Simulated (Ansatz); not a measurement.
Name a neutral molecule of C, F, O, S, Sn and H with size of the dipole moment (ωB97M-V/def2-TZVPP) between 3.30 and 3.60 D and LUMO energy (B3LYP/def2-TZVPP) between -1.40 and -1.10 eV (Ansatz, PBE0-D4/def2-TZVP geometry).

`C[O][Sn]([CH3])([F])[S]C` (3.41 D, -1.30 eV). Other molecules can fit too; these were computed, each in one conformer that needn't be the lowest.

B3LYP here is the variant with VWN-RPA as its local correlation; programs differ in this.
